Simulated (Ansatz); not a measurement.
`[F][ZnH]` → `[ZnH+]` + F⁻  (heterolysis of the Zn–F bond)

Program: Ansatz. Geometries: PBE0-D4/def2-TZVP. ΔE: electronic, gas phase. CCSD(T)/CBS is the MP2 limit (def2-TZVPP, def2-QZVPP) plus CCSD(T) − MP2 in def2-TZVPP, frozen cores. This one scheme is used for every species, atoms too. Functionals use def2-TZVPP. B3LYP here is the variant with VWN-RPA as its local correlation; programs differ in this. HSE06 is defined as in plane-wave codes. Anions take the def2 sets with diffuse functions and neutrals don't, so finite-basis rows favour the anion. For Zn outer-core shells are correlated without core-valence functions, so the limit isn't a true one: a few kJ/mol of doubt a bond, and 10 to 20 or more in all where bonds break to atoms. Scalar relativity is left out up to krypton.

`[F][ZnH]`:

Z-matrix (Å, degrees):
```
Zn
F 1 1.750
H 1 1.507 2 180.0
```

`[ZnH+]`:

Cartesian coordinates in Å:
```
Zn -0.042 0.000 -0.766
H 0.042 0.000 0.766
```

| level | ΔE (kJ/mol) |
| --- | --- |
| B97M-V | 976.2 |
| B3LYP-D4 | 950.7 |
| PBE-QIDH | 964.9 |
| revPBE | 930.6 |
| HSE06 | 960.2 |
| CCSD/def2-SVP | 853.9 |
| CCSD(T)/def2-SVP | 846.4 |
| CCSD/def2-QZVPP | 967.3 |

Question: What does CCSD(T)/CBS give? (Best estimate.)

Answer: The calculation gave: +977.6 kJ/mol. The listed levels differ from it by -1.4, -26.9, -12.7, -47.0, -17.4, -123.7, -131.2, -10.3 kJ/mol.

Question: What do rigid-rotor, harmonic-oscillator terms from PBE0-D4/def2-TZVP frequencies (298.15 K, 1 bar) make of the CCSD(T)/CBS value? (Estimate.)

Answer: The calculation gave: ΔZPE = -10.3 kJ/mol, ΔH = +971.9 kJ/mol, ΔS = 110 J/(mol·K), ΔG = +939.3 kJ/mol.

Largest T1 diagnostic among the species: 0.023, so the coupled-cluster value is less sure than usual.

From BLYP to BHLYP (50 % exact exchange), in def2-TZVPP and without D4, ΔE moves by +26.7 kJ/mol. At CCSD(T), def2-SVP lies −131.3 kJ/mol from the extrapolated value and def2-TZVPP −33.0 kJ/mol.
